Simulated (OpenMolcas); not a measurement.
V2+ with its 8 nearest fluoride ions at 2.277 Å, on the Ca site of CaF2 (a = 5.46294 Å, distance in the model lattice 2.366 Å). The rest of the host is ab initio model potentials to 7.6 Å and point charges beyond; the distance is set by hand and nothing relaxes. Ligand basis ANO-RCC-VDZP.
```
V     0.0000    0.0000    0.0000
F     1.3146    1.3146    1.3146
F     1.3146    1.3146   -1.3146
F     1.3146   -1.3146    1.3146
F     1.3146   -1.3146   -1.3146
F    -1.3146    1.3146    1.3146
F    -1.3146    1.3146   -1.3146
F    -1.3146   -1.3146    1.3146
F    -1.3146   -1.3146   -1.3146
```

```
Program             : OpenMolcas
Method              : CASSCF
Basis               : ANO-RCC-VDZP [5s4p2d1f]
Scalar Hamiltonian  : DKH2, point nucleus
Active space        : 3 electrons in 5 orbitals (3d)
State averaging     : 2S+1 = 4 even, 10 roots; 2S+1 = 2 even, 40 roots
Spin-orbit coupling : state interaction with AMFI integrals over the reference wave functions
```

(1) What is the spin-free ground state (labels of O, the rotations of Oh)?

(2) Where is the first state of the same spin?

(3) What are the lowest two levels with spin-orbit coupling?

(4) What is χT at 300 K, and how does it compare with the textbook value?

(5) Which ligand-field parameters describe the states?

Results:

(1) 4T1, 3-fold in its orbital part, 99 % from free-ion F terms; it has the highest spin that d3 allows.

(2) 4T2 at 5060 cm-1 above the ground state.

(3) A 4-fold level Γ8, then a 2-fold level Γ7 13.2 cm-1 above it. Their leading multiplicities are 4 (100 %) and 4 (100 %).

(4) The lowest level has 2S+1 = 4, for which the spin-only value is χT = S(S+1) / 2 = 1.875 cm3 K/mol (g = 2). The computed 1.643 at 300 K differs by -0.232, through orbital momentum, spin-orbit coupling and any other state in reach. With a threefold ground state the orbital momentum is unquenched, so the spin-only value is not expected to hold.

(5) A least-squares ligand-field fit to the states below 45000 cm-1, each weighted by its degeneracy and with a free common offset, gives 10Dq = -6287 cm-1 (negative for this site), B = 938 cm-1 and C = 3556 cm-1 (C/B = 3.79), with an rms deviation of 169 cm-1. The same method and metal basis give the free ion B = 954 cm-1 (fit to its terms below 60000 cm-1, rms deviation 86 cm-1), so the nephelauxetic ratio is β = 938 / 954 = 0.98; it hangs on how both fits weigh the states, and computed free-ion B values tend to be too large, so β mixes covalency with correlation.

An orbital triplet at a regular site is open to Jahn-Teller coupling, which can distort the site and quench the lowest spin-orbit gaps and is left out. Without dynamic correlation the repulsion within the d shell is too large (B by tens of per cent), so at a given field states of lower spin stand too high. Ligand-to-metal charge-transfer states are missing. With no ligand orbital active B as a rule stays too high, so bands that hang on it stand too high and its fall with covalency is understated. With metal d orbitals alone and no dynamic correlation 10Dq can be off by a tenth to a fifth, either way, in oxide and fluoride hosts. No measured value stands beside these numbers; the geometry was set by hand and not optimised.
